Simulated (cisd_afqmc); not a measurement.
Input (AFQMC/CISD/def2-QZVPPD; cisd_afqmc is a phaseless AFQMC code with CISD trial states that reads the integrals written by Ansatz): A basis named .json is the Basis Set Exchange file of that set.

Ansatz 0.2 input:
```python
import cisd_afqmc

open("ham.yaml", "w").write("""\
crystal:
  periodic: [false, false, false]
  atoms:
    - {symbol: Sn, position_ang: [0.00000000, 0.00000000, 0.00000000]}
basis:
  gaussian:
    orbitals: def2-QZVPPD.json
magnetization: {spin_polarized: true, initial_magnetization: 2}
correlation: {method: ccsd, electrons: outside_noble_gas, hamiltonian_folder: ham}
scf: {lower_state_search: full}
""")
rep = cisd_afqmc.ansatz("ham.yaml")
e_ccsd = rep["correlation"]["coupled_cluster"]["energy"]["hartree"]
out = cisd_afqmc.run("ham", e_ccsd, trial="CISD", walkers=100, populations=8, threads=8, dt=0.005, steps=40, early=36, settle=10, least=32,
    cut=5e-5, rank_cut=2e-4, target=0.0004, seconds=1500, seed=1, memory=12960, gpu=False)
```

Output:

```
orbitals 79, occupied [3, 1], factors 432 of 572, rank of the doubles 112 of 306
E(HF) = -213.340664
E(CCSD) on the cut factors = -213.399077, shift to the whole factors 0.000000
Energy of the trial state on the determinant = -213.399016
  tau behind 10.8 of longer steps, mean of the populations' last blocks
   2.0  -213.40110
   4.0  -213.40098
   6.0  -213.40107
   8.0  -213.40097
blocks 321 (6 outliers left out), error by blocks joined: 1: 0.00003, 2: 0.00004, 4: 0.00006, 8: 0.00007, 16: 0.00007
E(AFQMC/CISD) = -213.40105 +/- 0.00007
```
